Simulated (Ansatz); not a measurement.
CdClH₆NSi₂ (`[SiH3][N]([SiH3])[Cd][Cl]`). Charge 0, multiplicity 1. Cd: def2 effective core potential. Geometry: relaxed with PBE0-D4/def2-TZVP. It is one conformer, not always the lowest.

```xyz
11

Si   -0.288   -1.316   -0.972
N     0.103   -0.020    0.092
Si   -0.694    1.506    0.096
Cd    1.591   -0.308    1.418
Cl    3.264   -0.631    2.908
H    -0.108   -0.941   -2.402
H     0.616   -2.465   -0.672
H    -1.696   -1.774   -0.802
H    -0.077    2.360    1.153
H    -2.149    1.377    0.391
H    -0.561    2.211   -1.210
```

(1) What is the dipole moment at PBE/def2-TZVPP? (An estimate is asked.)

(2) And with r2SCAN, B3LYP, ωB97M-V? (Estimate.)

(3) Give the Mulliken charges with PBE, B3LYP, r2SCAN in def2-TZVPP. (An estimate is asked.)

Results:

(1) Computed: 0.89 D, with components (-0.66, 0.13, -0.58) D in this frame, pointing from negative to positive charge.

(2) Ansatz gave: r2SCAN 0.97 D, B3LYP 0.95 D, ωB97M-V 0.92 D.

(3) The calculation gave: 
| atom | PBE | B3LYP | r2SCAN |
| --- | --- | --- | --- |
| Si1 | 0.25 | 0.33 | 0.37 |
| N2 | -0.41 | -0.51 | -0.59 |
| Si3 | 0.25 | 0.33 | 0.37 |
| Cd4 | 0.63 | 0.71 | 0.74 |
| Cl5 | -0.36 | -0.39 | -0.40 |
| H6 | -0.06 | -0.07 | -0.08 |
| H7 | -0.06 | -0.08 | -0.09 |
| H8 | -0.06 | -0.07 | -0.08 |
| H9 | -0.06 | -0.08 | -0.09 |
| H10 | -0.06 | -0.07 | -0.08 |
| H11 | -0.06 | -0.07 | -0.08 |

B3LYP here is the variant with VWN-RPA as its local correlation; programs differ in this.
